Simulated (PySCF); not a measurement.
## The third ionisation energy along the 4p block

Calculated with PySCF 2.14 from differences of total energies of unrestricted determinants, without spin-orbit coupling. Values in eV. The last column holds reference values (NIST; (s) semi-empirical, (t) theoretical, else measured). Unmarked ones compare directly (S terms, centres of terms, or small fine structure); those marked * lie between the lowest fine-structure levels and include a spin-orbit shift.

| element | configurations | UHF | MP2 (valence) | SCS-MP2 (valence) | CCSD (valence) | LDA | PBE | reference |
| --- | --- | --- | --- | --- | --- | --- | --- | --- |
| Ga (aug-cc-pVTZ-PP with ECP10MDF, ECP) | [Ar] 3d10 4s1 → [Ar] 3d10 | 29.631 | n/a | n/a | n/a | 31.862 | 31.473 | 30.726 |
| Ge (aug-cc-pVTZ-PP with ECP10MDF, ECP) | [Ar] 3d10 4s2 → [Ar] 3d10 4s1 | 32.193 | 32.980 | 33.138 | 33.280 | 34.765 | 34.301 | 34.058 |
| As (aug-cc-pVTZ-PP with ECP10MDF, ECP) | [Ar] 3d10 4s2 4p1 → [Ar] 3d10 4s2 | 27.481 | 27.742 | 27.732 | 27.822 | 28.133 | 27.974 | 28.349 ± 0.012 * |
| Se (aug-cc-pVTZ-PP with ECP10MDF, ECP) | [Ar] 3d10 4s2 4p2 → [Ar] 3d10 4s2 4p1 | 30.996 | 31.393 | 31.317 | 31.428 | 31.643 | 31.467 | 31.697 ± 0.019 * |
| Br (aug-cc-pVTZ-PP with ECP10MDF, ECP) | [Ar] 3d10 4s2 4p3 → [Ar] 3d10 4s2 4p2 | 34.637 | 35.167 | 35.011 | 35.131 | 35.186 | 35.017 | 34.871 ± 0.019 * |
| Kr (aug-cc-pVTZ-PP with ECP10MDF, ECP) | [Ar] 3d10 4s2 4p4 → [Ar] 3d10 4s2 4p3 | 34.336 | 35.055 | 35.129 | 35.175 | 35.728 | 35.440 | 35.838 ± 0.02 * |

"Valence" correlates the outer s and p shells and, in groups 3 to 12 and the f block, the outer d or f shell, open or full, or the next shell where the ion has no valence electron left; the wider scheme adds the next inner shell.
